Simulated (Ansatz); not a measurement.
```yaml
crystal:
  periodic: [false, false, false]
  atoms:
    - {symbol: N, position_ang: [-1.399744, 0.748294, -0.920500]}
    - {symbol: Y, position_ang: [-0.105337, -0.076648, -0.049385]}
    - {symbol: N, position_ang: [0.628352, -2.114631, -0.371774]}
    - {symbol: N, position_ang: [1.084180, 1.454861, 1.566293]}
    - {symbol: H, position_ang: [-2.244888, 0.359619, -1.622472]}
    - {symbol: H, position_ang: [-1.779463, 2.114111, -0.808352]}
    - {symbol: H, position_ang: [1.373544, -2.511458, 0.105332]}
    - {symbol: H, position_ang: [0.071056, -2.671740, -1.069935]}
    - {symbol: H, position_ang: [1.812705, 0.957863, 2.076827]}
    - {symbol: H, position_ang: [0.928917, 2.289964, 1.915359]}
basis:
  gaussian: {orbitals: def2-TZVPP}
hamiltonian: {xc: {name: wB97M-V}, pseudopotentials: {relativity: scalar}}
scf: {lower_state_search: full}
relax: {f_tol: 0.001, max_steps: 1}
```

```sh
$ ansatz run in.yaml --threads 4 --pin off --events-out ev --progress --plain --max-ram 10444MiB
```

Shortened log:

```
Functional definition: wB97M-V
1168 factors; their error is unknown
395 factors; integrals over basis functions are off by at most 1.6e-5 eV
mean field evaluation 1: about -5589.9786 eV, gradient 9.9e1 eV
mean field evaluation 2: about -5580.3139 eV, gradient 1.2e2 eV
mean field evaluation 4: about -5608.9885 eV, gradient 4.5e0 eV
mean field evaluation 8: about -5609.0369 eV, gradient 1.3e-1 eV
mean field evaluation 16: about -5609.0500 eV, gradient 2.9e-4 eV
mean field evaluation 96: about -5609.0500 eV, gradient 6.7e-5 eV
mean field -5609.04997143 eV, -206.1287844993 hartree, gradient 3.1e-5 eV, S^2 0.000000; 5 other end points of the search recorded, 0 dependent functions left out
reference -5609.05005601 eV, -206.1287876076 hartree; 19, 19 occupied and 214, 214 virtual orbitals, 1168 factors
relax step   1: F+E_penalty+E_count = -5609.04997143 eV  Δ(F+E_penalty+E_count) = +0.000e0 eV  max|allowed force component| = 1.332e1 eV/Å  Δτ_max = 0.0000 Å  (122 SCF iters, accepted)
Error: geometry relaxation did not converge after 1 steps: max|allowed force component| = 1.33e1 eV/Å (threshold 1.0e-3). Raise `relax.max_steps` over both its present limit and 1, loosen `relax.f_tol`, or start from a geometry closer to equilibrium. Where this run's directory can be resumed (`checkpoint.write`), a resume goes on for up to `relax.max_steps` more
```

Task: Something in this input is off. What?

Result: The relaxation is allowed too few steps for its threshold. No converged result was reached.
